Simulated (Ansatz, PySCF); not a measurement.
H₅InO₂Si. Atoms are numbered in the order given.

```xyz
9

In    -0.2269     0.0531    -0.1515
O     -1.6559    -1.3141    -0.4799
H     -2.3758    -1.0030    -1.0398
O     -0.5593     1.8220    -1.0344
H     -1.3754     1.8585    -1.5455
Si     1.8444    -0.4250     1.2539
H      2.3805     0.8454     1.8243
H      2.8859    -1.0504     0.3845
H      1.5025    -1.3658     2.3609
```
Charge 0, spin multiplicity 1.

The structure is a stationary point at PBE0-D3(BJ)/def2-SVP. The structure was generated by enumeration; whether it is a known compound was not checked. The def2 effective core potentials stand for the cores of In; spin–orbit coupling is left out. The values are those of a single conformer.

Vertical ionisation energy (IE) and electron affinity (EA) in eV. Rows of orbital energies are one-electron estimates. Where ΔSCF, EOM or ADC give a negative EA the extra electron is unbound and the value depends on the basis.

```csv
level,IE,EA
"−ε(HOMO), −ε(LUMO), r2SCAN/def2-TZVP (PySCF)",6.87,1.88
"−ε(HOMO), −ε(LUMO), PBE/def2-TZVP (PySCF)",6.52,2.05
"ΔSCF, PBE0/def2-SVPD (Ansatz), final states of multiplicity 2 and 2",?,?
"ΔSCF, PBE/def2-SVPD (Ansatz), final states of multiplicity 2 and 2",9.75,0.17
```

Question: Some entries are withheld; supply them. (Estimate from the structure and the level; the computed values follow.)

Answer: 
- ΔSCF, PBE0/def2-SVPD (Ansatz, an electronic-structure program), final states of multiplicity 2 and 2, IE: 10.22
- ΔSCF, PBE0/def2-SVPD (Ansatz), final states of multiplicity 2 and 2, EA: 0.01

Question: What vertical singlet–triplet gap does ΔSCF give with PBE0/def2-SVPD (Ansatz) and with PBE/def2-SVPD (Ansatz)? (An estimate is asked for; the answer gives what the named calculation found.)

Answer: 5.06 and 4.63 eV (triplet above singlet where positive).
